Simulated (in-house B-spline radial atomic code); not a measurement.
Relativistic effects in Ru⁵⁺, [Kr] 4d3: non-relativistic Hartree-Fock (point nucleus) against Dirac-Hartree-Fock (Fermi nucleus of rms radius 4.4809 fm), both averages of the configuration, computed with a radial B-spline atomic code at the basis-set limit.

```json
{"orbital": "1s1/2", "ε NR (Eh)": "-798.19", "ε Dirac (Eh)": "-820.35", "<r> NR (bohr)": "0.03462", "<r> Dirac (bohr)": "0.03343", "change of <r> (%)": "-3.5"}
{"orbital": "2s1/2", "ε NR (Eh)": "-117.86", "ε Dirac (Eh)": "-123.15", "<r> NR (bohr)": "0.1506", "<r> Dirac (bohr)": "0.145", "change of <r> (%)": "-3.7"}
{"orbital": "2p1/2", "ε NR (Eh)": "-108.94", "ε Dirac (Eh)": "-113.62", "<r> NR (bohr)": "0.1292", "<r> Dirac (bohr)": "0.1237", "change of <r> (%)": "-4.3"}
{"orbital": "2p3/2", "ε NR (Eh)": "-108.94", "ε Dirac (Eh)": "-108.78", "<r> NR (bohr)": "0.1292", "<r> Dirac (bohr)": "0.1284", "change of <r> (%)": "-0.6"}
{"orbital": "3s1/2", "ε NR (Eh)": "-24.081", "ε Dirac (Eh)": "-25.123", "<r> NR (bohr)": "0.4117", "<r> Dirac (bohr)": "0.3997", "change of <r> (%)": "-2.9"}
{"orbital": "3p1/2", "ε NR (Eh)": "-20.517", "ε Dirac (Eh)": "?", "<r> NR (bohr)": "0.4058", "<r> Dirac (bohr)": "?", "change of <r> (%)": "?"}
{"orbital": "3p3/2", "ε NR (Eh)": "-20.517", "ε Dirac (Eh)": "?", "<r> NR (bohr)": "0.4058", "<r> Dirac (bohr)": "?", "change of <r> (%)": "?"}
{"orbital": "3d3/2", "ε NR (Eh)": "-14.006", "ε Dirac (Eh)": "-13.931", "<r> NR (bohr)": "0.3822", "<r> Dirac (bohr)": "0.3807", "change of <r> (%)": "-0.4"}
{"orbital": "3d5/2", "ε NR (Eh)": "-14.006", "ε Dirac (Eh)": "-13.768", "<r> NR (bohr)": "0.3822", "<r> Dirac (bohr)": "0.3841", "change of <r> (%)": "+0.5"}
{"orbital": "4s1/2", "ε NR (Eh)": "-5.762", "ε Dirac (Eh)": "-5.9488", "<r> NR (bohr)": "1.024", "<r> Dirac (bohr)": "1", "change of <r> (%)": "-2.4"}
{"orbital": "4p1/2", "ε NR (Eh)": "-4.5425", "ε Dirac (Eh)": "-4.6779", "<r> NR (bohr)": "1.094", "<r> Dirac (bohr)": "1.068", "change of <r> (%)": "-2.4"}
{"orbital": "4p3/2", "ε NR (Eh)": "-4.5425", "ε Dirac (Eh)": "-4.5365", "<r> NR (bohr)": "1.094", "<r> Dirac (bohr)": "1.091", "change of <r> (%)": "-0.2"}
{"orbital": "4d3/2", "ε NR (Eh)": "-2.7938", "ε Dirac (Eh)": "-2.7756", "<r> NR (bohr)": "1.306", "<r> Dirac (bohr)": "1.309", "change of <r> (%)": "+0.2"}
{"orbital": "4d5/2", "ε NR (Eh)": "-2.7938", "ε Dirac (Eh)": "-2.7583", "<r> NR (bohr)": "1.306", "<r> Dirac (bohr)": "1.318", "change of <r> (%)": "+0.9"}
```

**Question.** What happens to 3p1/2?

**Answer.** Its energy goes to -21.374 hartree and <r> to 0.3936 bohr (-3.00 %).

**Question.** What happens to 3p3/2?

**Answer.** Its energy goes to -20.523 hartree and <r> to 0.4037 bohr (-0.51 %).

**Question.** What explains the pattern of contraction and expansion?

**Answer.** Expansion is seen in 3d5/2, 4d3/2, 4d5/2. The s and p1/2 orbitals contract directly, screen the nucleus better, and so push out orbitals that have little density near the nucleus; spin-orbit coupling adds to this for j = l + 1/2 and opposes it for j = l - 1/2.

**Question.** By how much does the total energy change?

**Answer.** By -87.875 hartree, from -4435.802 to -4523.677.
